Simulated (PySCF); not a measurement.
## Computed properties of Be(I)(OMe) (CH₃BeIO), SMILES [O]([Be][I])C

Be(I)(OMe) (CH3BeIO), SMILES C[O][Be][I]. Geometry: PBE0-D3(BJ)/def2-SVP. The def2 effective core potentials stand for the cores of I; spin–orbit coupling is left out. The values are those of a single conformer. All values are computed for the isolated molecule unless a solvent is named; none is compared with measurement here.

**Structure.** All 15 harmonic modes at PBE0-D3(BJ)/def2-SVP (PySCF) are real, so it is a minimum. With heavy atoms numbered as in [Be:1]([I:2])[O:3][CH3:4], the shortest bond between them is O3–C4 at 1.375 Å and the longest Be1–I2 at 2.179 Å.

**Vibrations.** The strongest infrared lines (harmonic, unscaled, degenerate partners summed) lie at 1589 cm⁻¹ (691 km/mol, O 45 %, Be 39 %, H 14 %), 1464 cm⁻¹ (276 km/mol, H 70 %, C 22 %), 3023 cm⁻¹ (101 km/mol, H 97 %). The softest mode is at 65 cm⁻¹ and the zero-point energy is 28.1 kcal/mol.

**Electronic structure.** CAM-B3LYP/def2-TZVPD (PySCF) places the frontier levels at -8.91 and 0.13 eV, a gap of 9.04 eV, and gives a dipole moment of 2.29 D and a mean polarisability of 67.6 bohr³.

**Excitations.** TDDFT-M06-2X/def2-SVPD (PySCF) has S1 at 6.20 eV (200 nm, f = 0.058, bright); the most intense of the 10 singlets computed lies at 7.31 eV (f = 0.19). T1 (TDA) is at 5.99 eV. No vertical singlet excitation falls in the visible range (under 3.1 eV).
